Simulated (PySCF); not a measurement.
A species of formula C5H10O3SSi has this rotational fingerprint, computed with PBE0/pcSseg-1 in PySCF (dipole) on a GFN2-xTB geometry, gas phase:

```
Rotational constants : A = 1879, B = 618.2, C = 543.1 MHz
Dipole components    : |μa| = 1.06 D, |μb| = 0.45 D, |μc| = 2.82 D
Inertial defect      : -155.85 u·Å²
κ                    : -0.89
```

Question: Which candidate fits, each taken in the one conformer that was computed?
A. `[CH3:1]/[C:2]([CH2:3][S:4](=[O:5])(=[O:6])[OH:7])=[C:8]1/[CH2:9][SiH2:10]1` with C1–C2–C3–S4 -89°, C2–C3–S4–O5 -72°, C3–S4–O7–H 121°
B. `[CH2:1]=[CH:2][C@@:3]1([S:4](=[O:5])(=[O:6])[OH:7])[SiH2:8][C@@H:9]1[CH3:10]` with C1–C2–C3–S4 163°, C2–C3–S4–O5 37°, C3–S4–O7–H 118°
C. `[CH:1]#[C:2][C@@:3]([CH3:4])([SiH2:5][CH3:6])[S:7](=[O:8])(=[O:9])[OH:10]` with C2–C3–Si5–C6 -49°, C2–C3–S7–O8 -158°, C3–S7–O10–H 106°

Answer: A. It is C/C(CS(=O)(=O)O)=C1/C[SiH2]1, an asymmetric top, point group C1. The candidates at the same level (rigid rotor, commonest isotopes):

```
                             SMILES  A (MHz)  B (MHz)  C (MHz)  μa (D)  μb (D)  μc (D)  Δ (u·Å²)  point group           rotor
     C#C[C@@](C)([SiH2]C)S(=O)(=O)O     1389    907.9    767.7    2.58    2.59    0.47   -262.19           C1  asymmetric top
       C/C(CS(=O)(=O)O)=C1/C[SiH2]1     1879    618.2    543.1    1.06    0.45    2.82   -155.85           C1  asymmetric top
C=C[C@@]1(S(=O)(=O)O)[SiH2][C@@H]1C     1247     1012    841.6    2.64    0.46    1.52   -304.24           C1  asymmetric top
```

`C#C[C@@](C)([SiH2]C)S(=O)(=O)O` has B 47 % too high; `C=C[C@@]1(S(=O)(=O)O)[SiH2][C@@H]1C` has B 64 % too high. No structure here is proved a minimum.
